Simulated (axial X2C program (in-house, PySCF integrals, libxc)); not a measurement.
FeF⁺: properties at the nuclei

Calculated with an in-house all-electron X2C program for linear molecules (integrals from PySCF): two-component X2C with atomic mean-field Coulomb and Gaunt terms, Gaussian nuclei, basis Fe dyall-cv3z, F dyall-av3z with contracted cores.

R = 1.691 Å (near the PBE0 minimum at charge 1 of the determinant lowest at the starting distance; the state shown can have its own minimum elsewhere).

Determinant lowest in the PBE0 search, Ω = 4 (⟨Sz⟩ = 2.00, ⟨Lz⟩ = 2.00 at PBE0), spin on the atoms Fe 1.89, F 0.11:

```
level  Eeff magnitude (GV/cm)  Ws magnitude Fe (kHz)  A∥/gI Fe (MHz)  qzz Fe (a.u.)  A∥/gI F (MHz)  qzz F (a.u.)
 PBE0                   0.734                 0.0546             348           1.07           2.86          0.91
   HF                   0.712                 0.0519             261           0.71           6.99          0.62
  PBE                   0.717                 0.0539             385           1.17         -0.363          0.92
TPSSh                    0.74                 0.0555             358           1.06           1.76          0.93
PBE50                   0.723                 0.0533             315           0.95            5.3          0.84
```

Eeff is the effective electric field on the electron electric dipole moment in this Ω state and Ws the scalar–pseudoscalar constant of the nucleus named (defined with the proton number Z and per Ω); A∥ (defined per Ω) follows by multiplying with gI = μI/(I μN); qzz is the electric field gradient, eQq0 = 234.96 MHz × Q/barn × qzz. The operators were transformed with the bare-nucleus X2C matrices; with these basis sets, hyperfine constants and field gradients can be off by tens of per cent, and where levels differ in sign neither size nor sign is settled.

Task: With gI(57Fe) = 0.1809 (g factors from the IAEA table of nuclear moments by Stone), turn the PBE0 values of the first state into constants in MHz.

Result: A∥(57Fe) = 348 × 0.1809 = 63 MHz.

Each state is one determinant with collinear spin, which with several unpaired electrons need not be a pure state. Unrestricted Hartree–Fock can overshoot spin polarisation at the nuclei. With several open shells hyperfine constants can be off by a factor of several. Open-shell Ω = 0 determinants with evenly filled partner blocks cannot be reached by this program, so the Ω shown need not be the lowest component. States lie within half an eV, so the first need not be the ground state. Further determinants of the search, some of them spin-mixed, are not shown. Where a field gradient or hyperfine factor spreads by more than a factor of two over the levels, a constant derived from it is not to be relied on.
